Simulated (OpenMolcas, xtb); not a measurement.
# A ladder of methods for GaH2O (SMILES [OH][GaH])

The species is GaH2O (4 atoms), meant as a doublet with charge 0. SMILES: `[OH][GaH]`. The shape comes from GFN2-xTB, which is rough for such elements, and wasn't checked as a minimum.

```xyz
4

O    -0.0309   -0.8075    0.3041
Ga    0.7534    0.7137    0.1418
H    -0.4026   -1.6736    0.4374
H    -0.3199    1.7674   -0.8833
```

Each level gives the dipole moment (D). The values are calculated.

```json
{"level": "GFN2-xTB", "kind": "semi-empirical", "program": "xtb", "value (D)": "1.17"}
{"level": "GFN0-xTB", "kind": "semi-empirical", "program": "xtb", "value (D)": "4.98"}
{"level": "GFN1-xTB", "kind": "semi-empirical", "program": "xtb", "value (D)": "1.93"}
{"level": "UHF/STO-3G", "kind": "Hartree–Fock", "program": "OpenMolcas", "value (D)": "2.51"}
{"level": "UHF/3-21G", "kind": "Hartree–Fock", "program": "OpenMolcas", "value (D)": "1.53"}
{"level": "UHF/def2-SVP", "kind": "Hartree–Fock", "program": "OpenMolcas", "value (D)": "1.32"}
{"level": "UTPSS/cc-pVDZ (RICD fitting)", "kind": "meta-GGA", "program": "OpenMolcas", "value (D)": "1.20"}
{"level": "UPBE0/6-31G", "kind": "global hybrid", "program": "OpenMolcas", "value (D)": "1.13"}
{"level": "UB3LYP/6-31G* (spherical functions)", "kind": "global hybrid", "program": "OpenMolcas", "value (D)": "?"}
{"level": "UPBE0/cc-pVDZ", "kind": "global hybrid", "program": "OpenMolcas", "value (D)": "1.07"}
```

Estimate what the levels marked ? give.

As computed at these levels: UB3LYP/6-31G* (spherical functions): 1.05 D. All-electron rows without a relativistic Hamiltonian named are non-relativistic. The values span 1.05 to 4.98 D. Sets without polarisation functions give poor dipoles. Without the sets that lack polarisation functions the rows with a basis span only 1.05 to 1.32 D.
